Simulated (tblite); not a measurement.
Compound: C4H7F3Si.
Cartesian coordinates in Å at the GFN2-xTB level; atoms count from 1:
```
atom  x, y, z in Å
C1    -2.5889   -0.1713    0.2645
Si2   -0.9218   -0.4273   -0.5990
C3     0.3785    0.6282    0.3585
C4     1.7096    0.5036   -0.2651
F5     1.8704    1.1585   -1.4352
C6     2.7218   -0.2268    0.1851
F7     3.9086   -0.3824   -0.3939
F8     2.6602   -0.9162    1.3271
H9    -3.3673   -0.7388   -0.2354
H10   -2.5600   -0.4979    1.3004
H11   -2.8899    0.8730    0.2568
H12   -0.4822   -1.8243   -0.5337
H13   -0.9652    0.0431   -1.9854
H14    0.0818    1.6764    0.3370
H15    0.4399    0.3101    1.3966
```

Calculated harmonic vibrations of the isolated species, GFN2-xTB (tblite), most abundant isotopes, no scaling. The method is semi-empirical: single wavenumbers can be off by several per cent or more. Modes of hydrogen on silicon can be 10 to 20 % off. One conformer, not necessarily the lowest.

Harmonic wavenumbers (cm⁻¹): 38.7, 39.0, 90.3, 129.9, 158.8, 181.4, 199.8, 321.6, 394.1, 443.3, 445.3, 466.7, 530.5, 558.3, 659.1, 711.8, 752.6, 764.4, 777.4, 791.0, 828.9, 840.8, 1024.0, 1152.9, 1190.8, 1204.9, 1238.2, 1371.9, 1438.2, 1475.1, 1483.0, 1785.2, 2249.7, 2264.8, 2996.2, 3024.9, 3034.1, 3036.8, 3053.2.

A = 3162, B = 815.4, C = 710.1 MHz; mass 140.027 u (most abundant isotopes); point group C1, symmetry number 1.

**Question.** What is the zero-point energy?

**Answer.** ½Σν̃ = 21574 cm⁻¹ = 61.68 kcal/mol.

**Question.** What is S at 500 K and 1 bar for an ideal gas of classical rigid rotors and harmonic oscillators?

**Answer.** Translation 43.32, rotation 31.09, vibration 51.36: S = 125.8 cal/(mol K).

**Question.** And Cp and H(500 K) − H(0)?

**Answer.** Cp = 51.68 cal/(mol K), of which vibrations give 43.73 (their classical limit is 39 R = 77.5); H(500 K) − H(0) = 16.35 kcal/mol without the zero-point energy, 12.38 from vibrations.

**Question.** Blend soft modes into free rotors: weight 1/[1 + (100 cm⁻¹/ν̃)⁴] for the oscillator and the rest for a rotor with moment μB/(μ + B), μ = h/(8π²ν), B = 10⁻⁴⁴ kg m². What vibrational entropy results?

**Answer.** 46.29 cal/(mol K) in place of 51.36, which changes −T·S at 500 K by +2.54 kcal/mol.

**Question.** How do the functions run with temperature in this model?

**Answer.** 
```csv
T (K),S (cal/(mol K)),Cp (cal/(mol K)),H − H(0) (kcal/mol),G − H(0) (kcal/mol),ln q(vib)
100,72.6,19.7,1.40,-5.85,2.44
200,89.2,29.4,3.86,-13.98,5.39
300,102.8,38.3,7.25,-23.59,8.18
800,152.9,63.6,33.81,-88.51,20.35
1000,167.7,68.6,47.05,-120.61,24.47
```

q(vib) and H(0) count from the zero-point level.

**Question.** What must be added to the electronic energy to get the Gibbs energy at 500 K and 1 bar?

**Answer.** ZPE + [H(500 K) − H(0)] − T·S = 61.68 + 16.35 − 62.89 = 15.14 kcal/mol.

Hindered rotation and anharmonicity are outside this model. Other conformers, if any are populated, would add a mixing term that is left out. The structure is chiral; the term R ln 2 for an equal mix with its mirror image is left out.

The run took 0.52 s on one thread of an Arm Neoverse V1, shared host with 32 logical CPUs at a one-minute load of 14. The figure is for the frequency step alone.
